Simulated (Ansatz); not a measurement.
Born–Oppenheimer molecular dynamics of CH$_{10}$OSSi$_{2}$ (15 atoms, charge 0, multiplicity 1). It starts from a rough guess of a transition structure, not a stationary point.

These are results of UKS PBE-D4/STO-3G in Ansatz, not measurements.

```json
{
  "ensemble": "NVE (velocity Verlet)",
  "time step": "0.5 fs",
  "steps asked": "150",
  "starting velocities drawn for": "300 K",
  "seed": "1038"
}
```

First frame:

```xyz
15
Properties=species:S:1:pos:R:3
Si -0.750 -0.661 -0.756
S 0.565 -2.463 0.424
H -1.202 -1.700 -1.720
H -2.013 -0.472 -0.035
Si 0.703 0.736 -1.890
H 0.610 -0.857 1.216
O 0.097 0.263 0.896
C -0.569 0.902 1.949
H 1.688 -2.200 -0.229
H 2.105 0.595 -1.472
H 0.334 2.143 -1.720
H 0.662 0.467 -3.332
H -1.099 1.769 1.548
H 0.159 1.242 2.689
H -1.291 0.238 2.433
```

Problem. How far do the bonds stretch over the last three quarters of this one trajectory? (Pairs bonded in most of those frames.)

Solution. 
```csv
bond,mean (Å),spread (Å),shortest,longest
Si1–S2,2.191,0.064,2.13,2.37
Si1–H3,1.474,0.034,1.42,1.53
Si1–H4,1.463,0.024,1.42,1.50
Si1–Si5,2.261,0.082,2.15,2.40
S2–H9,1.373,0.038,1.32,1.43
Si5–H10,1.464,0.035,1.41,1.52
Si5–H11,1.459,0.042,1.40,1.52
Si5–H12,1.457,0.010,1.44,1.47
H6–O7,1.087,0.061,0.99,1.20
O7–C8,1.478,0.058,1.39,1.57
C8–H13,1.113,0.020,1.08,1.15
C8–H14,1.118,0.021,1.08,1.15
C8–H15,1.118,0.018,1.09,1.15
```

Mean temperature of the second half: 542 K. The conserved energy stayed within 0.18 meV per atom of its start (net change -0.13 meV per atom), so the integration is sound. The system heated up, since it started high on the potential surface and ran downhill. A run of 0.075 ps of so small a system gives no equilibrium averages. The orbitals stay closed-shell, which can raise the energy where a bond breaks towards radicals; this wasn't checked here. Limits of this set-up: minimal basis.

Run time: 13 min on 1 thread of Arm Neoverse V1 (shared host), peak memory 0.13 GiB.
